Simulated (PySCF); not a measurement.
**Molecular orbitals of CaC⁺**

UHF at R = 2.168 Å; Ca 6-311G(d,p), C 6-311G(d,p); no relativity (PySCF 2.14). State: ⁴Σ⁻ (quartet), unpaired electrons σ ↑, π ↑↑. Only the outer orbitals are listed, counted within each symmetry.

```json
{"spin": "α", "orbital": "6σ", "occ.": "1", "ε (eV)": "-42.85", "on Ca (%)": "98", "main shells (%)": "98 Ca p"}
{"spin": "α", "orbital": "2π", "occ.": "1", "ε (eV)": "-42.75", "on Ca (%)": "100", "main shells (%)": "100 Ca p"}
{"spin": "α", "orbital": "2π", "occ.": "1", "ε (eV)": "-42.75", "on Ca (%)": "100", "main shells (%)": "100 Ca p"}
{"spin": "α", "orbital": "7σ", "occ.": "1", "ε (eV)": "-26.55", "on Ca (%)": "5", "main shells (%)": "96 C s"}
{"spin": "α", "orbital": "8σ", "occ.": "1", "ε (eV)": "-14.85", "on Ca (%)": "15", "main shells (%)": "84 C p"}
{"spin": "α", "orbital": "3π", "occ.": "1", "ε (eV)": "-14.26", "on Ca (%)": "8", "main shells (%)": "92 C p"}
{"spin": "α", "orbital": "3π", "occ.": "1", "ε (eV)": "-14.26", "on Ca (%)": "8", "main shells (%)": "92 C p"}
{"spin": "α", "orbital": "9σ", "occ.": "0", "ε (eV)": "-5.32", "on Ca (%)": "99", "main shells (%)": "78 Ca s, 19 Ca p"}
{"spin": "α", "orbital": "4π", "occ.": "0", "ε (eV)": "-3.20", "on Ca (%)": "101", "main shells (%)": "96 Ca p"}
{"spin": "α", "orbital": "4π", "occ.": "0", "ε (eV)": "-3.20", "on Ca (%)": "101", "main shells (%)": "96 Ca p"}
{"spin": "β", "orbital": "2π", "occ.": "1", "ε (eV)": "-42.54", "on Ca (%)": "100", "main shells (%)": "100 Ca p"}
{"spin": "β", "orbital": "2π", "occ.": "1", "ε (eV)": "-42.54", "on Ca (%)": "100", "main shells (%)": "100 Ca p"}
{"spin": "β", "orbital": "6σ", "occ.": "1", "ε (eV)": "-42.41", "on Ca (%)": "99", "main shells (%)": "99 Ca p"}
{"spin": "β", "orbital": "7σ", "occ.": "1", "ε (eV)": "-18.08", "on Ca (%)": "12", "main shells (%)": "83 C s"}
{"spin": "β", "orbital": "8σ", "occ.": "0", "ε (eV)": "-5.31", "on Ca (%)": "99", "main shells (%)": "74 Ca s, 24 Ca p"}
{"spin": "β", "orbital": "3π", "occ.": "0", "ε (eV)": "-3.38", "on Ca (%)": "99", "main shells (%)": "99 Ca p"}
{"spin": "β", "orbital": "3π", "occ.": "0", "ε (eV)": "-3.38", "on Ca (%)": "99", "main shells (%)": "99 Ca p"}
```

Problem. Which are the highest filled and the lowest empty level, where do they sit, and how wide is the gap?

Solution. Highest filled α 3π at -14.26 eV (in %: 92 C p); lowest empty α 9σ at -5.32 eV (in %: 78 Ca s, 19 Ca p); the gap at UHF is 8.94 eV.

The bond order (Mayer) is 0.78. The ⟨S²⟩ is 3.754 and the charge on Ca (Mulliken, basis-dependent) is 1.55. The charge on Ca (Löwdin, basis-dependent) is 1.33 and the dipole moment (positive dipole points towards C; it is taken about the centre of mass and depends on that origin) is -8.43 D. The polarisability along the bond is 29.9 bohr³. The polarisability across the bond is 16.6 bohr³.

Shares are Mulliken populations and can fall outside 0 to 100 %.

The state is the lowest determinant that a PBE0 search found; another state may lie lower at other levels.
